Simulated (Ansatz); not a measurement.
A nudged elastic band was laid between two geometries of ClH3OSi + H2S (9 atoms, charge 0, multiplicity 1).

Computed with RKS PBE0/def2-SVP in Ansatz.

* movable images: 5
* climbing image: yes
* spring: 5.0 eV/Å²
* optimiser: quadratic models (default)
* start path: through a guess of the saddle point
* force threshold: 0.05 eV/Å
* iteration limit: 60
* end points: relaxed

First end point:

```xyz
9
Properties=species:S:1:pos:R:3
Si -0.233 -0.224 -0.050
O -0.449 -0.052 1.587
H -0.382 -0.847 2.126
Cl 1.725 -0.760 -0.467
H -0.519 1.093 -0.657
H -1.087 -1.315 -0.592
S 1.686 2.726 1.693
H 2.509 1.788 1.179
H 0.809 1.785 2.110
```

Last end point:

```xyz
9
Properties=species:S:1:pos:R:3
Si 0.611 0.221 -0.215
O -0.775 0.066 2.352
H -1.544 0.647 2.352
Cl 1.532 0.093 -2.075
H -0.787 0.653 -0.448
H 0.786 -1.105 0.418
S 1.546 1.797 0.924
H 2.734 1.164 1.034
H -0.046 0.658 2.588
```

Task: What changes between the two ends?

Result: Bonds broken: Si1–O2, S7–H9. Bonds formed: Si1–S7, O2–H9. ClH3OSi + H2S becomes ClH3SSi + H2O.

Task: What energy profile does the band end with?

Result: It converged. The highest image is number 3 of 0 to 6, 125.2 kJ/mol above the first end and 100.5 kJ/mol above the last; the last end lies 24.7 kJ/mol above the first. A vibrational analysis at the climbing image gives one clearly imaginary mode, 575i cm⁻¹: a first-order saddle point. The orbitals stay closed-shell, which can raise the energy where a bond breaks towards radicals; this wasn't checked here.

| image | path coordinate (Å) | energy (kJ/mol) | Si1–O2 (Å) | S7–H9 (Å) | Si1–S7 (Å) |
| --- | --- | --- | --- | --- | --- |
| 0 | 0.00 | 0.0 | 1.66 | 1.35 | 3.93 |
| 1 | 0.68 | 8.0 | 1.67 | 1.35 | 3.50 |
| 2 | 1.36 | 49.6 | 1.70 | 1.39 | 2.95 |
| 3 | 2.05 | 125.2 | 1.84 | 1.76 | 2.51 |
| 4 | 3.46 | 61.9 | 2.96 | 2.30 | 2.17 |
| 5 | 4.86 | 33.5 | 3.35 | 2.51 | 2.15 |
| 6 | 6.27 | 24.7 | 2.92 | 2.57 | 2.16 |

Task: What is the geometry of the highest image?

Result: 
```xyz
9
Properties=species:S:1:pos:R:3
Si 0.152 0.196 0.015
O -0.060 0.024 1.834
H -0.808 -0.420 2.264
Cl 1.899 -0.418 -0.935
H -0.699 1.226 -0.638
H -0.638 -1.071 -0.177
S 1.320 2.134 1.109
H 2.497 1.521 1.362
H 0.394 1.002 2.095
```

Task: What are the harmonic wavenumbers there?

Result: 575i, 113, 180, 231, 319, 389, 452, 513, 546, 631, 724, 841, 851, 1034, 1052, 1114, 1966, 2157, 2246, 2719, 3785 cm⁻¹.

Time of the run: 3.3 min on 2 threads of Arm Neoverse V2, on a shared host, peak memory 0.2 GiB.
